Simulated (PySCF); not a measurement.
# Relaxation of singlet GeFCl

All numbers come from PySCF, PBE0, basis Ge def2-TZVP, F def2-TZVP, Cl def2-TZVP (no relativity, density fitting). A (50,194) grid was used.

A hand-made bent start, of Cs symmetry, held to at least that symmetry:

Coordinates in bohr (charge 0 multiplicity 1):
```
Ge   -0.5058    0.0000   -0.9499
F    -3.3694    0.0000    1.0553
Cl    2.8997    0.0000    1.4347
```

At each step, columns x, y, z (Å) and Fx, Fy, Fz (eV/Å):

```
step 0  E − E(last) = 20.32 kJ/mol
Ge  -0.268   0.000  -0.503  -1.355   0.000   0.585
F   -1.783   0.000   0.558   1.813   0.000  -0.721
Cl   1.534   0.000   0.759  -0.458   0.000   0.136
step 1  E − E(last) = 1.80 kJ/mol
Ge  -0.303   0.000  -0.555  -0.131   0.000   0.096
F   -1.650   0.000   0.582   0.422   0.000  -0.073
Cl   1.436   0.000   0.788  -0.291   0.000  -0.023
step 2  E − E(last) = 0.10 kJ/mol
Ge  -0.309   0.000  -0.592   0.099   0.000   0.118
F   -1.584   0.000   0.604  -0.046   0.000  -0.024
Cl   1.376   0.000   0.803  -0.053   0.000  -0.094
step 3  E − E(last) = 0.02 kJ/mol
Ge  -0.306   0.000  -0.581   0.058   0.000  -0.066
F   -1.593   0.000   0.599  -0.051   0.000   0.063
Cl   1.383   0.000   0.798  -0.007   0.000   0.003
step 4  E − E(last) = 0.00 kJ/mol
Ge  -0.305   0.000  -0.583  -0.017   0.000   0.017
F   -1.593   0.000   0.600   0.022   0.000  -0.013
Cl   1.382   0.000   0.798  -0.006   0.000  -0.004
step 5  E − E(last) = 0.00 kJ/mol
Ge  -0.305   0.000  -0.584   0.000   0.000   0.001
F   -1.592   0.000   0.600   0.000   0.000   0.002
Cl   1.381   0.000   0.798   0.000   0.000  -0.003
```

It ends at Cs with Ge–Cl 2.180 Å, Ge–F 1.748 Å; Cl–Ge–F 98.3° (after a last refinement on a finer grid). A frequency run shows a minimum. Other isomers or separated fragments may lie lower.
